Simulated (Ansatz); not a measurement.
Two isomers of CH4F2OSi: A = `FCO[SiH2]F`, B = `O[SiH2]C(F)F`.

Program: Ansatz. Geometries: PBE0-D4/def2-TZVP. ΔE: electronic, gas phase. CBS: MP2 limit from def2 TZ/QZ plus the TZ coupled-cluster correction, frozen cores. Functionals use def2-TZVPP. B3LYP here is the variant with VWN-RPA as its local correlation; programs differ in this. One conformer a species, not always the lowest.

A:

```xyz
9

F    -0.2003    1.3481   -1.3897
C    -0.3043   -0.0217   -1.3407
O    -0.6213   -0.4349   -0.0673
Si    0.1759   -0.0816    1.3205
F     1.7087   -0.4978    1.1677
H    -1.1129   -0.3197   -2.0115
H     0.6583   -0.4302   -1.6653
H     0.1468    1.3609    1.6309
H    -0.4509   -0.9233    2.3555
```

B:

Z-matrix (Å, degrees):
```
Si
C 1 1.917
O 1 1.641 2 109.6
H 1 1.485 2 106.3 3 -122.5
H 1 1.479 2 109.1 3 116.7
F 2 1.366 1 110.1 3 175.7
F 2 1.373 1 108.9 3 58.1
H 2 1.096 1 115.7 3 -62.3
H 3 0.959 1 117.9 2 -64.8
```

Question: Which is lower in electronic energy at CCSD(T)/CBS, and by how much? (Best estimate.)

Answer: Computed: A, by 43.2 kcal/mol.

Question: Give E(B) − E(A) in kcal/mol with ωB97M-V, B3LYP-D4, CCSD/def2-TZVPP, PBE0-D4, CCSD(T)/def2-TZVPP, HF/def2-TZVPP, PBE-D4. (Best estimate.)

Answer: Computed: ωB97M-V 41.6, B3LYP-D4 42.0, CCSD/def2-TZVPP 43.8, PBE0-D4 40.4, CCSD(T)/def2-TZVPP 43.2, HF/def2-TZVPP 47.0, PBE-D4 38.2. None reverses the order clearly.

Largest T1 diagnostic: 0.012.

From PBE to PBE0 (25 % exact exchange), in def2-TZVPP and without D4, E(B) − E(A) moves by +2.1 kcal/mol. In def2-TZVPP, CCSD(T) changes the Hartree–Fock value by −3.7 kcal/mol (the triples alone add −0.6 kcal/mol) and MP2 by −2.3 kcal/mol.
